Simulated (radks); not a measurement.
Coherent X-ray form factor from a spherical all-electron density. All-electron calculation, scalar-relativistic Kohn-Sham, PBE, spin-polarised, spherical densities, finite nucleus; Fermi nuclear charge, rms radius of each element as measured or else 0.836 A^(1/3) + 0.57 fm. Program: a radial shooting solver on a logarithmic mesh with Libxc functionals.

sin(theta)/lambda (1/angstrom)  f0 (electrons)
0.05                                     8.807
0.1                                      8.275
0.15                                     7.518
0.2                                      6.665
0.25                                     5.815
0.3                                      5.031
0.4                                      3.761
0.5                                      2.889
0.6                                      2.326
0.8                                      1.744
1                                        1.485
1.25                                     1.287
1.5                                      1.117
2                                        0.807

The species is in the configuration that NIST lists as its ground one. Which atom or ion scatters so?

Answer. Neutral fluorine, [He] 2s2 2p5. Extrapolating in s^2 from the first two rows gives f0(0) = 9.0, near the electron count 9; among species with that count, the fall with angle is slower the higher Z, and the table is that of Z = 9; from so few rows the species is fixed only to a neighbour or two.
